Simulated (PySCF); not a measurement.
# Working out the ionisation energy of Ba⁺

Ba⁺ [Xe] 6s1 (2S) → Ba²⁺ [Xe] (1S). Calculation: PySCF 2.14, in x2c-TZVPPall; the spin-free X2C one-electron Hamiltonian (Gaussian nucleus). Frozen: [Kr] 4d10. Energies in hartree (1 hartree = 27.21139 eV):

| part | Ba⁺ (lower) | Ba²⁺ (upper) |
| --- | --- | --- |
| UHF | -8131.443991 | -8131.099622 |
| CCSD correlation | -0.183803 | -0.166201 |
| (T) | -0.005068 | -0.003758 |

What does Hartree-Fock give?

(-8131.099622) − (-8131.443991) = 0.344369 hartree = 9.371 eV.

What do CCSD and CCSD(T) give?

The CCSD correlation energies differ by 0.017602 hartree = 0.479 eV and the triples by 0.001310 hartree = 0.036 eV, so CCSD gives 9.850 eV and CCSD(T) 9.886 eV.

Measured between the centres of the two terms (NIST): 10.004 eV, so CCSD(T) (valence and next inner shell) is off by -0.118 eV.

What remains against the reference includes basis incompleteness, the frozen core and higher excitations.
